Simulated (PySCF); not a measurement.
## Excitation energy of Co²⁺ by level of theory

Co²⁺ [Ar] 3d7 (4F) → Co²⁺ [Ar] 3d6 4p1 (high-spin determinant), as a difference of total energies. Computed with PySCF 2.14 in x2c-TZVPPall, with the spin-free X2C one-electron Hamiltonian (Gaussian nucleus). Correlated levels: valence: [Ar] frozen; valence and next inner shell: [Ne] frozen. The calculations carry no spin-orbit coupling.

```tsv
method	excitation energy (eV)
UHF	10.650
LDA	12.220
PBE	12.117
PBE0	11.988
r2SCAN	11.978
MN15	11.930
CAM-B3LYP	12.238
r2SCAN0	11.899
BLYP	12.230
MP2 (valence)	12.081
SCS-MP2 (valence)	12.350
MP2 (valence and next inner shell)	12.333
SCS-MP2 (valence and next inner shell)	12.415
```

Task: How much does correlation contribute at MP2 (valence and next inner shell)?

Result: 12.333 − (10.650) = 1.683 eV, measured against UHF.

A first-order spin-orbit estimate (lowest level to lowest level, LS coupling) adds 0.067 eV.

The basis was made for the ground configuration and has no added diffuse functions, so the excitation energy can come out too high.

The determinant of the upper state mixes LS terms, which raises its energy above the lowest term, most at the Hartree-Fock and MP2 levels.
